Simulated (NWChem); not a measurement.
# CH5ClO2Si; SMILES OC[Si@@H](O)Cl

```xyz
10

O      0.4977    -2.2495    -0.0820
C     -0.5988    -1.4768     0.3426
Si    -0.5344     0.2584    -0.3921
O     -1.6541     1.3061     0.2255
Cl     1.4074     0.8875     0.0640
H      1.3007    -1.7584     0.1342
H     -0.6866    -1.4229     1.4492
H     -1.5170    -1.9794    -0.0068
H     -0.6948     0.2974    -1.8628
H     -1.6443     1.4828     1.1710
```
Atoms are numbered in this order, from 1.

Results from NWChem. Pople sets run with spherical d functions. All runs use the structure optimised with PBE0/def2-SVP. Level: PBE0/6-31+G*; rows give the wavelength of the field.

| field | isotropic polarisability (bohr³) | anisotropy (bohr³) |
|---|---|---|
| static | 54.0 | 9.3 |
| 1065 nm | 54.4 | 9.4 |
| 589 nm | 55.5 | 9.7 |
